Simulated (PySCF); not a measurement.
# Worked example: chemical shift, span and skew from a shielding tensor

Ga(H)2(vinyl) (C₂H₅Ga), SMILES [CH](=C)[GaH2]. Atoms are numbered in the order given.

```xyz
8

Ga    -0.0393     0.7444     0.0000
H     -1.5932     0.9856     0.0000
H      0.9712     1.9463     0.0000
C      0.5725    -1.1145     0.0000
C     -0.3079    -2.1339     0.0000
H      1.6415    -1.3676     0.0000
H      0.0036    -3.1867     0.0000
H     -1.3913    -1.9622     0.0000
```
Charge 0, spin multiplicity 1.

Geometry optimised at TPSSh-D3(BJ)/def2-SVP.

GIAO shieldings from B3LYP/pcSseg-1 in PySCF, non-relativistic, no solvent. The symmetric part of the tensor of C4 has the principal values -109.9, -1.8, 171.4 ppm. The same nucleus in TMS has σ = 181.3 ppm at this level (PySCF, at its B3LYP-D3(BJ)/def2-TZVP geometry).

**Question.** Work out the isotropic shielding, the ¹³C shift against TMS, the span and the skew.

**Answer.** 
σ(iso) = (σ11 + σ22 + σ33)/3 = 19.9 ppm. δ = σ(ref) − σ(iso) = 181.3 − (19.9) = 161.4 ppm.
Span Ω = σ33 − σ11 = 281.3 ppm. Skew κ = 3(σ(iso) − σ22)/Ω = 0.23. Tumbling in solution averages the tensor to δ; in a static solid the shielding alone would spread this spin-1/2 line over Ω.
